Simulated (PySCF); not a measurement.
B3LYP has the VWN-RPA correlation part, as in Gaussian. Delta-SCF ions had no search for a lower state. Excitations are Tamm–Dancoff values on a coarser integration grid. The basis has no diffuse functions, so Rydberg states are missing or too high.

CH7NSi3, SMILES `C(#N)[SiH]([SiH3])[SiH3]` (charge 0, multiplicity 1)

Method: B3LYP-D3(BJ)/def2-TZVP (PySCF).

- HOMO: -8.17 eV
- dipole moment: 3.80 D
- HOMO–LUMO gap: 7.18 eV
- LUMO: -0.99 eV
- S1 excitation (TDA): 6.12 eV
- S1 oscillator strength: 0.009
- brightest of the four lowest singlets (TDA): 6.54 eV
- T1 excitation (TDA): 5.48 eV
- S1–T1 gap (TDA): 0.64 eV
- vertical ionisation energy (Delta-SCF): 10.09 eV
- total energy: -965.6819 Ha
- cost: roughly 3 core-minutes

Bonded distances (Å): N1–C2 1.153, C2–Si3 1.854, Si3–Si4 2.346, Si3–Si5 2.346, Si3–H6 1.482, Si4–H7 1.480, Si4–H8 1.480, Si4–H9 1.482, Si5–H10 1.480, Si5–H11 1.480, Si5–H12 1.482. Bond angles (°): N1–C2–Si3 177.6, C2–Si3–Si4 107.2, C2–Si3–Si5 107.2, C2–Si3–H6 106.2, Si4–Si3–Si5 113.0, Si4–Si3–H6 111.4, Si5–Si3–H6 111.4, Si3–Si4–H7 108.8, Si3–Si4–H8 110.4, Si3–Si4–H9 108.4, H7–Si4–H8 110.0, H7–Si4–H9 109.5, H8–Si4–H9 109.7, Si3–Si5–H10 108.8, Si3–Si5–H11 110.4, Si3–Si5–H12 108.4, H10–Si5–H11 110.0, H10–Si5–H12 109.5, H11–Si5–H12 109.7.
